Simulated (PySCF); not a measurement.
Indirect couplings

Geometry:
| atom | x (Å) | y (Å) | z (Å) |
| --- | --- | --- | --- |
| B1 | 2.138 | 0.701 | -0.678 |
| N2 | 1.889 | -0.016 | 0.492 |
| Ge3 | 0.618 | -1.364 | 0.689 |
| C4 | -1.036 | -0.813 | -0.173 |
| Ge5 | -1.662 | 0.973 | 0.332 |
| H6 | 2.993 | 1.559 | -0.696 |
| H7 | 1.490 | 0.454 | -1.675 |
| H8 | 2.446 | 0.200 | 1.314 |
| H9 | 0.421 | -1.539 | 2.208 |
| H10 | 1.169 | -2.670 | 0.083 |
| H11 | -0.906 | -0.852 | -1.265 |
| H12 | -1.814 | -1.547 | 0.092 |
| H13 | -0.705 | 2.057 | -0.188 |
| H14 | -1.746 | 1.074 | 1.869 |
| H15 | -3.065 | 1.216 | -0.259 |

Indirect spin–spin couplings were computed at B3LYP/pcJ-1 (pcSseg-1 on Ge) (spin–dipole term only in couplings to heteroatoms) (PySCF) on a PBE0-D3(BJ)/def2-SVP structure, for the isolated molecule, without vibrational or relativistic corrections. Couplings are averaged over pairs made equivalent by symmetry, fast rotation or ring inversion, so a value needn't be that of the named pair in this geometry, while other rotamers aren't included; one pair stands for each set, and the list holds those of at least 0.8 Hz over up to four bonds.

Isotopes: $^{11}$B, $^{1}$H, $^{13}$C, $^{15}$N.

```
    pair  bonds  J (Hz)
  B1, N2      1   -24.1
  B1, H6      1   141.2
  N2, H8      1   -79.7
 C4, H11      1       ?
  B1, H8      2    -3.9
  N2, C4      2       ?
  N2, H6      2    -3.7
  N2, H9      2    -5.0
  C4, H9      2       ?
 C4, H13      2       ?
  H6, H7      2    10.9
 H9, H10      2       ?
H11, H12      2       ?
H13, H14      2    10.8
  B1, C4      3     0.9
  B1, H9      3     2.4
 N2, H11      3    -1.5
  C4, H8      3     2.0
  H6, H8      3    13.8
 H9, H11      3     3.6
 H9, H12      3     0.9
H11, H13      3       ?
```

**Question.** Estimate the withheld couplings, with signs.

**Answer.** 
- $^{1}J$(C4,H11) = 137.0 Hz (bond length 1.101 Å, sp3 carbon)
- $^{2}J$(N2,C4) = -2.0 Hz (angle at Ge3 109°)
- $^{2}J$(C4,H9) = 11.5 Hz (mean over equivalent pairs that range from 10.0 to 12.9 Hz in this conformer)
- $^{2}J$(C4,H13) = 7.4 Hz (mean over equivalent pairs that range from 6.5 to 8.6 Hz in this conformer)
- $^{2}J$(H9,H10) = 22.9 Hz (angle at Ge3 110°)
- $^{2}J$(H11,H12) = -13.1 Hz (angle at C4 107°)
- $^{3}J$(H11,H13) = 3.7 Hz (mean over equivalent pairs that range from -0.5 to 10.4 Hz in this conformer)

Relativistic effects of the heavier atoms present are left out.
